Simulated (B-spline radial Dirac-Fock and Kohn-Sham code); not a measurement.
## K-line shifts caused by a second vacancy in Tb⁺

System: the Tb⁺ ion, [Xe] 4f9 6s1, inside a Watson sphere of charge -1 and radius 1.8 Å (a model of the Madelung potential; inside it an electron's potential energy is raised by 8.0 eV).

The run's input, task.json:

```json
{"items": [{
  "Z": 65,
  "q": 1,
  "cfg": [[1, 0, 2], [2, 0, 2], [2, 1, 6], [3, 0, 2], [3, 1, 6], [3, 2, 10], [4, 0, 2], [4, 1, 6], [4, 2, 10], [4, 3, 9], [5, 0, 2], [5, 1, 6], [6, 0, 1]],
  "A": 159,
  "rrms": 5.06,
  "watson": [-1, 1.8],
  "do": ["binding", "quiet", "double"]
}]}
```

Run with: `python xray_run.py task.json out`

Level of theory: relaxed Dirac-Fock hole states (ΔSCF) with Breit and QED corrections and a finite nucleus; a radial atomic solver. Each two-hole energy is an average over J within one jj subconfiguration, not an observable level; in light atoms, where LS coupling holds, the j-resolved values are not observed lines, and for a K spectator the Kα1 hypersatellite is nearly forbidden. Electron correlation is not included.

Lines without a spectator: Kα2 (K-L2) 43741.9 eV, Kα1 (K-L3) 44479.8 eV, Kβ3 (K-M2) 50226.7 eV, Kβ1 (K-M3) 50381.5 eV. Shifts in eV with one spectator hole (a dash: not computed, or left out as unreliable):

| spectator hole | Kα2 | Kα1 | Kβ3 | Kβ1 |
| --- | --- | --- | --- | --- |
| K (1s) | +813.5 | +859.6 | +1048.2 | +1058.7 |
| L2 (2p1/2) | +98.6 | +129.2 | – | +256.9 |
| L3 (2p3/2) | +83.1 | +87.7 | +207.5 | – |
| M2 (3p1/2) | – | +18.91 | +38.9 | +46.2 |
| M3 (3p3/2) | +11.75 | – | +35.7 | +35.7 |
| M4 (3d3/2) | +3.75 | +0.41 | – | – |
| M5 (3d5/2) | -0.88 | +2.34 | – | – |
